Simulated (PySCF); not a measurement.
C6H14Se, charge +1, doublet, at a GFN2-xTB geometry (a state made from the parent by changing its charge; the spin is typed, not shown lowest); DF-HF/6-31G run with PySCF.

Input for PySCF:
```python
from pyscf import gto, scf

mol = gto.M(
    atom='''
C     2.059500    0.966653    1.047272
C     1.445175   -0.370545    0.655741
C     2.467584   -1.341184    0.102400
Se    0.044415   -0.020532   -0.723619
C    -1.510126    0.368989    0.468443
C    -2.405150    1.397075   -0.192417
C    -2.229217   -0.945885    0.737804
H     2.583090    1.417982    0.206618
H     2.784451    0.793678    1.840872
H     1.315780    1.668919    1.420871
H     0.910110   -0.804847    1.505626
H     2.009784   -2.286115   -0.184365
H     3.213264   -1.546593    0.868116
H     2.984425   -0.925167   -0.760424
H    -1.077054    0.760379    1.393456
H    -1.872397    2.325958   -0.387711
H    -2.815543    1.023801   -1.128834
H    -3.239536    1.619513    0.470118
H    -1.573786   -1.687279    1.192460
H    -2.650182   -1.357685   -0.177504
H    -3.049119   -0.755053    1.428301
''',
    basis='6-31g',
    charge=1,
    spin=1,
    verbose=4,
)

mf = scf.UHF(mol)
mf = mf.density_fit(auxbasis='def2-universal-jkfit')
mf.kernel()
```

Q: Write the output that PySCF gives for this input, abridged.

A: 
```
PySCF version 2.14.0

[INPUT] verbose = 4
[INPUT] num. atoms = 21
[INPUT] num. electrons = 83
[INPUT] charge = 1
[INPUT] spin (= nelec alpha-beta = 2S) = 1
[INPUT] symmetry False subgroup None
[INPUT] Mole.unit = angstrom
[INPUT] Symbol           X                Y                Z      unit          X                Y                Z       unit  Magmom
[INPUT]  1 C      2.059500000000   0.966653000000   1.047272000000 AA    3.891890953542   1.826709427489   1.979057257926 Bohr   0.0
[INPUT]  2 C      1.445175000000  -0.370545000000   0.655741000000 AA    2.730984952068  -0.700228566827   1.239170898648 Bohr   0.0
[INPUT]  3 C      2.467584000000  -1.341184000000   0.102400000000 AA    4.663057949359  -2.534470442649   0.193507955155 Bohr   0.0
[INPUT]  4 Se     0.044415000000  -0.020532000000  -0.723619000000 AA    0.083932185823  -0.038799856790  -1.367441728532 Bohr   0.0
[INPUT]  5 C     -1.510126000000   0.368989000000   0.468443000000 AA   -2.853724553585   0.697288152977   0.885228974970 Bohr   0.0
[INPUT]  6 C     -2.405150000000   1.397075000000  -0.192417000000 AA   -4.545074788498   2.640089125477  -0.363615431710 Bohr   0.0
[INPUT]  7 C     -2.229217000000  -0.945885000000   0.737804000000 AA   -4.212609602225  -1.787463595334   1.394247493609 Bohr   0.0
[INPUT]  8 H      2.583090000000   1.417982000000   0.206618000000 AA    4.881332655103   2.679597629563   0.390451432405 Bohr   0.0
[INPUT]  9 H      2.784451000000   0.793678000000   1.840872000000 AA    5.261849797271   1.499834051093   3.478743910380 Bohr   0.0
[INPUT] 10 H      1.315780000000   1.668919000000   1.420871000000 AA    2.486463840180   3.153799834083   2.685057048337 Bohr   0.0
[INPUT] 11 H      0.910110000000  -0.804847000000   1.505626000000 AA    1.719858643228  -1.520940402178   2.845220786024 Bohr   0.0
[INPUT] 12 H      2.009784000000  -2.286115000000  -0.184365000000 AA    3.797941329533  -4.320131239260  -0.348399356955 Bohr   0.0
[INPUT] 13 H      3.213264000000  -1.546593000000   0.868116000000 AA    6.072188925924  -2.922637196169   1.640501484353 Bohr   0.0
[INPUT] 14 H      2.984425000000  -0.925167000000  -0.760424000000 AA    5.639745889305  -1.748312249485  -1.436993098546 Bohr   0.0
[INPUT] 15 H     -1.077054000000   0.760379000000   1.393456000000 AA   -2.035337081367   1.436908060871   2.633250206632 Bohr   0.0
[INPUT] 16 H     -1.872397000000   2.325958000000  -0.387711000000 AA   -3.538317526457   4.395423597241  -0.732667605481 Bohr   0.0
[INPUT] 17 H     -2.815543000000   1.023801000000  -1.128834000000 AA   -5.320605161936   1.934703496056  -2.133187100097 Bohr   0.0
[INPUT] 18 H     -3.239536000000   1.619513000000   0.470118000000 AA   -6.121835810669   3.060436025173   0.888394266228 Bohr   0.0
[INPUT] 19 H     -1.573786000000  -1.687279000000   1.192460000000 AA   -2.974024518675  -3.188495205730   2.253422814499 Bohr   0.0
[INPUT] 20 H     -2.650182000000  -1.357685000000  -0.177504000000 AA   -5.008118160252  -2.565652813430  -0.335433946015 Bohr   0.0
[INPUT] 21 H     -3.049119000000  -0.755053000000   1.428301000000 AA   -5.761999831208  -1.426843379531   2.699097713442 Bohr   0.0

nuclear repulsion = 565.366448091088
number of shells = 69
number of NR pGTOs = 278
number of NR cGTOs = 109
basis = 6-31g
ecp = {}

******** <class 'pyscf.df.df_jk.DFUHF'> ********
method = DFUHF
initial guess = minao
damping factor = 0
level_shift factor = 0
DIIS = <class 'pyscf.scf.diis.CDIIS'>
diis_start_cycle = 1
diis_space = 8
diis_damp = 0
SCF conv_tol = 1e-09
SCF conv_tol_grad = None
SCF max_cycles = 50
direct_scf = False
number electrons alpha = 42  beta = 41
Set gradient conv threshold to 3.16228e-05
******** <class 'pyscf.df.df.DF'> ********
auxbasis = def2-universal-jkfit
init E= -2634.93803379846

cycle= 1 E= -2634.37323299915  delta_E= 0.565  |g|= 0.362  |ddm|= 2.69
cycle= 2 E= -2634.47140255534  delta_E= -0.0982  |g|= 0.159  |ddm|= 0.752
cycle= 3 E= -2634.48654619414  delta_E= -0.0151  |g|= 0.0441  |ddm|= 0.216
cycle= 4 E= -2634.48901680633  delta_E= -0.00247  |g|= 0.0127  |ddm|= 0.0925
cycle= 5 E= -2634.48928482409  delta_E= -0.000268  |g|= 0.00698  |ddm|= 0.0284
cycle= 6 E= -2634.48939463782  delta_E= -0.00011  |g|= 0.00389  |ddm|= 0.0204
cycle= 7 E= -2634.4894481339  delta_E= -5.35e-05  |g|= 0.00231  |ddm|= 0.0183
cycle= 8 E= -2634.48947594946  delta_E= -2.78e-05  |g|= 0.000852  |ddm|= 0.0196
cycle= 9 E= -2634.48947918978  delta_E= -3.24e-06  |g|= 0.000268  |ddm|= 0.00757
cycle= 10 E= -2634.48947934742  delta_E= -1.58e-07  |g|= 0.000136  |ddm|= 0.00112
cycle= 11 E= -2634.48947939077  delta_E= -4.33e-08  |g|= 6.78e-05  |ddm|= 0.000449
cycle= 12 E= -2634.48947940342  delta_E= -1.27e-08  |g|= 2.23e-05  |ddm|= 0.000289
cycle= 13 E= -2634.48947940458  delta_E= -1.16e-09  |g|= 9.38e-06  |ddm|= 8.11e-05
cycle= 14 E= -2634.48947940478  delta_E= -2.01e-10  |g|= 4.03e-06  |ddm|= 3.17e-05
Extra cycle  E= -2634.48947940479  delta_E= -5.91e-12  |g|= 2.56e-06  |ddm|= 7.54e-06
converged SCF energy = -2634.48947940479  <S^2> = 0.76420794  2S+1 = 2.0141578
```
